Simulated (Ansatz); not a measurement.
Reactions of CCl$_{2}$GaNO (`O=C=[N][Ga]([Cl])[Cl]`).

Computed with Ansatz on PBE0-D4/def2-TZVP structures; ΔE is electronic, products minus reactants. CCSD(T)/CBS adds triple-zeta CCSD(T) − MP2 to the extrapolated MP2 energy (def2 sets, frozen cores). This one scheme is used for every species, atoms too. Functionals use def2-TZVPP. Open shells (•) are unrestricted, without spin–orbit coupling. Spin–orbit coupling would lower the free atoms: a little for C, Cl, O; clearly for Ga. For Ga outer-core shells are correlated without core-valence functions, so the limit isn't a true one: a few kJ/mol of doubt a bond, and 10 to 20 or more in all where bonds break to atoms. Scalar relativity is left out up to krypton. One conformer a species, not always the lowest.

```tsv
reaction	CCSD(T)/def2-SVP (kJ/mol)	ωB97X-V (kJ/mol)	CCSD(T)/CBS(def2) (kJ/mol)
`O=C=[N][Ga]([Cl])[Cl]` + H₂ → `O=C=[N][GaH][Cl]` + HCl	86	81	83
`O=C=[N][Ga]([Cl])[Cl]` + H₂O → `[OH][Ga]([Cl])[Cl]` + `N=C=O`	16	14	21
`O=C=[N][Ga]([Cl])[Cl]` + CH₃NH₂ → `C[NH][Ga]([Cl])[Cl]` + `N=C=O`	27	25	22
`O=C=[N][Ga]([Cl])[Cl]` → C• + 2 Cl• + Ga• + N• + O•	2282	2457	2431
`O=C=[N][Ga]([Cl])[Cl]` + H₂S → `[SH][Ga]([Cl])[Cl]` + `N=C=O`	-8	-18	-18
`O=C=[N][Ga]([Cl])[Cl]` + `O[SiH3]` → `[SiH3][O][Ga]([Cl])[Cl]` + `N=C=O`	-2	3	5
`O=C=[N][Ga]([Cl])[Cl]` + H–F → `[F][Ga]([Cl])[Cl]` + `N=C=O`	-10	-8	5
`O=C=[N][Ga]([Cl])[Cl]` + `CC(C)N` → `CC(C)[NH][Ga]([Cl])[Cl]` + `N=C=O`	24	24	20
```

Largest T1 diagnostic: 0.018, for `N=C=O`.
